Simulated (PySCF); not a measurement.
**Correlation energy of Pm(2+) (promethium, charge +2)**

[Xe] 4f4 5d1, one real determinant (an excited configuration). All numbers are calculated (PySCF 2.14, the spin-free X2C one-electron Hamiltonian (Gaussian nucleus), in x2c-TZVPPall (11s7p7d4f2g, 113 functions)). Frozen: [Kr] 4d10; 13 electrons correlated.

MP2 pair energies summed by pair of shells (mhartree):

```tsv
pair	energy	share (%)
5p-5p	-109.10	34.5
4f-5p	-78.10	24.7
5s-5p	-33.16	10.5
4f-4f	-31.89	10.1
5p-5d	-28.49	9.0
4f-5s	-18.04	5.7
4f-5d	-7.75	2.4
5s-5s	-6.02	1.9
5s-5d	-3.90	1.2
```

Total MP2 correlation energy: -316.45 mhartree.

Same-spin part -120.81 and opposite-spin part -195.64 mhartree; SCS-MP2 scales them by 1/3 and 6/5 to -275.04 mhartree.

The reference is one real determinant that mixes LS terms of this configuration.
